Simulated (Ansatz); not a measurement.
`O[SiH](O)S[SiH](O)F` + `BO` → `BO[SiH](O)F` + `O[SiH](O)S`  (ligand exchange at the Si–S bond)

Calculated with Ansatz (gas phase, PBE0-D4/def2-TZVP geometries, no zero-point term in ΔE). CBS: MP2 limit from def2 TZ/QZ plus the TZ coupled-cluster correction, frozen cores. This one scheme is used for every species. DFT in def2-TZVPP. Each species was taken in one conformer, which may not be the lowest.

**Question.** Is it downhill or uphill in electronic energy at CCSD(T)/CBS, and by how much? (Estimate.)

**Answer.** Computed: Downhill: ΔE = -6.3 kcal/mol.

**Question.** What do these levels give: PBE, HF/def2-TZVPP, MP2/def2-TZVPP, SCS-MP2/def2-QZVPP, MP2/CBS(def2), CCSD/CBS(def2)? (Best estimate.)

**Answer.** The calculation gave: PBE -2.9, HF/def2-TZVPP -14.3, MP2/def2-TZVPP -5.7, SCS-MP2/def2-QZVPP -7.7, MP2/CBS(def2) -5.2, CCSD/CBS(def2) -7.9 kcal/mol.

Largest T1 diagnostic among the species: 0.014.

The D4 term adds +2.7 kcal/mol with B3LYP and +1.5 kcal/mol with PBE0; it sums over pairs of atoms, weighted by their polarisabilities, and B3LYP, whose exchange is more repulsive, gets the larger term. In def2-TZVPP, CCSD(T) changes the Hartree–Fock value by +7.5 kcal/mol (the triples alone add +1.6 kcal/mol) and MP2 by +8.6 kcal/mol. From PBE to PBE0 (25 % exact exchange), in def2-TZVPP and without D4, ΔE moves by −1.6 kcal/mol.

B3LYP here is the variant with VWN-RPA as its local correlation; programs differ in this.
